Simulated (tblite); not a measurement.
Species: C₆H₁₄Ge.
Structure used (GFN2-xTB), in Å, numbered top down from 1:
```
atom  x, y, z in Å
C1    -1.853   -1.544   -0.217
C2    -1.444   -0.126   -0.589
C3    -0.725    0.566    0.557
C4    -0.244    1.989    0.204
C5     1.247    1.777   -0.116
Ge6    1.198    0.003    0.800
C7     1.969   -1.569   -0.147
H8    -0.977   -2.121    0.079
H9    -2.331   -2.044   -1.057
H10   -2.549   -1.532    0.619
H11   -0.791   -0.150   -1.467
H12   -2.335    0.448   -0.861
H13   -1.373    0.558    1.435
H14   -0.348    2.641    1.072
H15   -0.805    2.435   -0.619
H16    1.413    1.675   -1.188
H17    1.890    2.576    0.242
H18    1.692    0.023    2.244
H19    1.567   -1.627   -1.154
H20    3.049   -1.469   -0.212
H21    1.740   -2.492    0.375
```

Level: GFN2-xTB in tblite, geometry and Hessian alike; calculated harmonic values, unscaled, isolated species. This tight-binding method is rough: wavenumbers can miss measured ones by several per cent, in bad cases by 10 to 20. Modes of hydrogen on germanium can be 10 to 20 % off. One conformer, not necessarily the lowest.

Harmonic wavenumbers (cm⁻¹): 63.9, 104.8, 118.1, 134.7, 148.7, 175.2, 232.1, 310.1, 348.0, 457.5, 511.8, 554.2, 564.9, 601.6, 662.1, 752.2, 761.3, 803.3, 836.9, 842.1, 944.3, 986.0, 1023.6, 1045.0, 1057.1, 1101.0, 1126.2, 1169.1, 1185.2, 1224.0, 1246.3, 1287.3, 1299.3, 1302.4, 1346.9, 1411.9, 1451.3, 1458.0, 1460.1, 1491.0, 1496.7, 1498.7, 1504.3, 1827.3, 2930.8, 2941.8, 2950.8, 2961.7, 2978.2, 2984.9, 3002.9, 3008.7, 3024.4, 3026.1, 3027.2, 3030.3, 3031.3.

A = 2194, B = 1631, C = 1101 MHz; mass 160.031 u (most abundant isotopes); point group C1, symmetry number 1.

Task: Zero-point energy?

Result: Half the sum of the wavenumbers: 39413 cm⁻¹ = 112.69 kcal/mol.

Task: Entropy at 273.15 K, 1 bar (ideal gas, RRHO, classical rotation)?

Result: Translation 40.71, rotation 28.53, vibration 25.83: S = 95.1 cal/(mol K).

Task: And Cp and H(273.15 K) − H(0)?

Result: Cp = 36.25 cal/(mol K), of which vibrations give 28.30 (their classical limit is 57 R = 113.3); H(273.15 K) − H(0) = 6.03 kcal/mol without the zero-point energy, 3.86 from vibrations.

Task: How do the functions run with temperature in this model?

Result: 
```json
{"T (K)": "50", "S (cal/(mol K))": "57.9", "Cp (cal/(mol K))": "12.9", "H − H(0) (kcal/mol)": "0.48", "G − H(0) (kcal/mol)": "-2.42", "ln q(vib)": "0.30"}
{"T (K)": "100", "S (cal/(mol K))": "68.9", "Cp (cal/(mol K))": "19.0", "H − H(0) (kcal/mol)": "1.29", "G − H(0) (kcal/mol)": "-5.61", "ln q(vib)": "1.38"}
{"T (K)": "298.15", "S (cal/(mol K))": "98.4", "Cp (cal/(mol K))": "39.0", "H − H(0) (kcal/mol)": "6.97", "G − H(0) (kcal/mol)": "-22.35", "ln q(vib)": "6.53"}
{"T (K)": "373.15", "S (cal/(mol K))": "108.0", "Cp (cal/(mol K))": "47.1", "H − H(0) (kcal/mol)": "10.20", "G − H(0) (kcal/mol)": "-30.09", "ln q(vib)": "8.49"}
{"T (K)": "500", "S (cal/(mol K))": "123.5", "Cp (cal/(mol K))": "59.2", "H − H(0) (kcal/mol)": "16.97", "G − H(0) (kcal/mol)": "-44.79", "ln q(vib)": "11.81"}
{"T (K)": "750", "S (cal/(mol K))": "151.1", "Cp (cal/(mol K))": "76.8", "H − H(0) (kcal/mol)": "34.12", "G − H(0) (kcal/mol)": "-79.20", "ln q(vib)": "18.25"}
{"T (K)": "1000", "S (cal/(mol K))": "174.9", "Cp (cal/(mol K))": "88.6", "H − H(0) (kcal/mol)": "54.88", "G − H(0) (kcal/mol)": "-120.02", "ln q(vib)": "24.36"}
```

q(vib) and H(0) count from the zero-point level.

Task: What must be added to the electronic energy to get the Gibbs energy at 273.15 K and 1 bar?

Result: ZPE + [H(273.15 K) − H(0)] − T·S = 112.69 + 6.03 − 25.97 = 92.75 kcal/mol.

Task: Which modes carry the vibrational entropy at 273.15 K?

Result: 63.9 cm⁻¹: 4.16; 104.8 cm⁻¹: 3.19; 118.1 cm⁻¹: 2.96; 134.7 cm⁻¹: 2.71; 148.7 cm⁻¹: 2.52; 175.2 cm⁻¹: 2.22 cal/(mol K); the other 51 give 8.07 together.

Hindered rotation and anharmonicity are outside this model. Other conformers, if any are populated, would add a mixing term that is left out. The structure is chiral; the term R ln 2 for an equal mix with its mirror image is left out.
